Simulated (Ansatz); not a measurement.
Geometry optimisation, RKS PBE/6-31G* in Ansatz.

The input (input.yaml):

```yaml
crystal:
  periodic: [false, false, false]
  atoms:
    - { symbol: B, position_ang: [0.0, 0.0, 0.0] }
    - { symbol: C, position_ang: [0.0, 0.0, 1.6] }
    - { symbol: H, position_ang: [-0.9996, -0.3092, 1.9705] }
    - { symbol: H, position_ang: [0.7676, -0.7111, 1.9705] }
    - { symbol: H, position_ang: [0.232, 1.0203, 1.9705] }
    - { symbol: C, position_ang: [1.3856, 0.0, -0.8] }
    - { symbol: H, position_ang: [1.7152, -1.0462, -0.9702] }
    - { symbol: H, position_ang: [1.2491, 0.508, -1.7774] }
    - { symbol: H, position_ang: [2.1552, 0.5381, -0.2082] }
    - { symbol: C, position_ang: [-1.3856, 0.0, -0.8] }
    - { symbol: H, position_ang: [-1.9458, -0.9305, -0.5708] }
    - { symbol: H, position_ang: [-1.9898, 0.8797, -0.4946] }
    - { symbol: H, position_ang: [-1.1839, 0.0508, -1.8903] }
basis:
  gaussian: { orbitals: "6-31G*" }
hamiltonian:
  xc: pbe
relax:
  f_tol: 0.02
  max_steps: 40
output:
  orbitals: {}
```

Launched with:

```bash
$ ansatz run input.yaml --threads 1 --pin off --max-ram 2048MiB --backend cpu --events-out ev --progress --plain --runs-dir out
```

Problem. Where does it end, and by what steps?

Solution. The forces met the threshold. The force dipped under the threshold on the way, but the program's further checks kept it going. After 12 steps the energy has fallen by 0.108 eV; H7 moved furthest, 0.31 Å.

```csv
step,energy less start (eV),largest force component (eV/Å),accepted
0,0.0000,0.868,yes
1,-0.0913,0.352,yes
2,-0.1043,0.101,yes
3,-0.1055,0.047,yes
4,-0.1066,0.009,yes
5,-0.1040,0.307,no
6,-0.1073,0.028,yes
7,-0.1064,0.166,no
8,-0.1075,0.017,yes
9,-0.1077,0.056,yes
10,-0.1078,0.036,yes
11,-0.1080,0.002,yes
12,-0.1081,0.009,yes
```

```xyz
13
Properties=species:S:1:pos:R:3
B 0.002 -0.001 -0.004
C -0.028 0.015 1.578
H -1.003 -0.222 2.039
H 0.745 -0.644 2.016
H 0.252 1.037 1.909
C 1.387 0.042 -0.767
H 1.552 -0.962 -1.214
H 1.369 0.735 -1.629
H 2.269 0.267 -0.143
C -1.355 -0.057 -0.817
H -1.934 -0.956 -0.528
H -2.001 0.794 -0.524
H -1.255 -0.047 -1.915
```

Whether the end is a true minimum wasn't checked by a vibrational analysis.

Run time: 31 s on 1 thread of Arm Neoverse V2, on a shared host, peak memory 0.094 GiB.
